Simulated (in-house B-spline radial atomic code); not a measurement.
A radial electron density 4πr²n(r) was computed for an atom or ion in its tabulated ground configuration with a B-spline radial code for spherical atoms; method: non-relativistic OLYP, spin-polarised, spherical fractional occupations. Columns: r (bohr), 4πr²n(r) (electrons per bohr), bar.

```
 0.00166    1.162 #
 0.00201    1.659 #
 0.00244    2.366 ##
 0.00295    3.327 ###
 0.00357    4.648 ####
 0.00433    6.455 #####
 0.00524    8.822 #######
 0.00635    11.91 #########
 0.00769    15.78 ############
 0.00931    20.46 ################
  0.0113    25.94 ####################
  0.0137    31.83 #########################
  0.0165    37.45 #############################
    0.02    42.46 #################################
  0.0243    45.82 ####################################
  0.0294    46.76 #####################################
  0.0356    45.26 ###################################
  0.0431     42.2 #################################
  0.0522    39.47 ###############################
  0.0632    39.37 ###############################
  0.0766    43.24 ##################################
  0.0928    49.97 #######################################
   0.112    55.71 ############################################
   0.136    56.27 ############################################
   0.165    49.81 #######################################
     0.2    40.15 ###############################
   0.242    34.04 ###########################
   0.293    34.98 ###########################
   0.355    39.55 ###############################
   0.429    40.37 ################################
    0.52    33.59 ##########################
    0.63    22.16 #################
   0.763    11.98 #########
   0.924    6.104 #####
    1.12    3.532 ###
    1.36    2.101 ##
    1.64     1.01 #
    1.99   0.3225 
    2.41  0.06395 
    2.92 0.006643 
    3.53 0.0003322 
    4.28 6.338e-06
```

(1) Which atom or ion is it?
A. Sr8+
B. Nb9+
C. Sr7+
D. Rb8+

Results:

(1) A. The area under the curve, ∫4πr²n dr = ∫r·4πr²n d(ln r) on this logarithmic grid, is 30 electrons, which only this option has. The configuration is [Ar] 3d10 4s2.
